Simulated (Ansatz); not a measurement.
Input file for Ansatz (a quantum-chemistry and plane-wave program): R-CCSD(T)/cc-pVDZ on CH7GeN (SMILES C[NH][GeH3]). The run froze 16 orbitals, filled d shells among them.

Ansatz 0.2 input:
```yaml
crystal:
  periodic: [false, false, false]
  atoms:
    - {symbol: C, position_ang: [-1.40930429, 0.09047156, 0.00306956]}
    - {symbol: N, position_ang: [-0.20680079, -0.73202084, -0.07826180]}
    - {symbol: Ge, position_ang: [1.43753550, 0.10938833, 0.02055448]}
    - {symbol: H, position_ang: [-1.55398465, 0.77363534, -0.84582882]}
    - {symbol: H, position_ang: [-1.37296707, 0.69741087, 0.91058603]}
    - {symbol: H, position_ang: [-2.29451254, -0.54573975, 0.07695825]}
    - {symbol: H, position_ang: [-0.25958682, -1.39344499, -0.84124730]}
    - {symbol: H, position_ang: [1.52647917, 0.75620110, 1.41353346]}
    - {symbol: H, position_ang: [1.62256329, 1.21864790, -1.04745483]}
    - {symbol: H, position_ang: [2.51057822, -0.97454952, -0.16766518]}
basis:
  gaussian:
    orbitals: cc-pVDZ
magnetization: {spin_polarized: false}
correlation: {method: ccsd_t, electrons: outside_noble_gas}
scf: {lower_state_search: off}
```

Program output:

```
WARN ansatz: RAYON_NUM_THREADS=1 ignored (pool sized by the plan → 1); use --threads N
Functional definition: HF
these checks for a lower state are left out or cut short: stability, starts, cluster_reference, orbital_swaps, neighbouring_geometries, increment
integrals: 0.10 GiB planned
894 factors; integrals over basis functions are off by at most 1.1e-3 eV
mean field: 0.20 GiB planned
mean field evaluation 1: about -59093.3309 eV, gradient 2.8e1 eV
mean field evaluation 2: about -59093.3381 eV, gradient 2.8e1 eV
mean field evaluation 4: about -59095.3903 eV, gradient 3.2e0 eV
mean field evaluation 8: about -59095.4221 eV, gradient 1.2e-4 eV
mean field -59095.42213669 eV, -2171.7167072077 hartree, gradient 1.2e-6 eV, S^2 0.000000; 0 other end points of the search recorded, 0 dependent functions left out
16 core orbitals not correlated
reference -59095.42213669 eV, -2171.7167072077 hartree; 10, 10 occupied and 64, 64 virtual orbitals, 894 factors
second order -11.48737777 eV of doubles, -0.00000000 eV of singles
coupled cluster: 0.23 GiB planned
cycle   1  -12.33408947 eV  change   -8.5e-1 eV  update   7.9e-2
cycle   2  -12.72628288 eV  change   -3.9e-1 eV  update   2.4e-2
cycle   3  -12.78467070 eV  change   -5.8e-2 eV  update   9.5e-3
cycle   4  -12.78230969 eV  change    2.4e-3 eV  update   2.5e-3
cycle   5  -12.78267064 eV  change   -3.6e-4 eV  update   9.8e-4
cycle   6  -12.78255120 eV  change    1.2e-4 eV  update   3.3e-4
cycle   7  -12.78244750 eV  change    1.0e-4 eV  update   1.2e-4
cycle   8  -12.78246224 eV  change   -1.5e-5 eV  update   4.7e-5
cycle   9  -12.78246309 eV  change   -8.5e-7 eV  update   1.5e-5
perturbative correction -0.32877410 eV, -0.0120822253 hartree
Total energy: -59108.53337388 eV, -2172.1985362873 hartree
Checks for a lower state left out: stability, starts, cluster_reference, orbital_swaps, neighbouring_geometries, increment
```

The calculation finished and met its thresholds.

Cost: about 4 core-seconds (a rough figure).
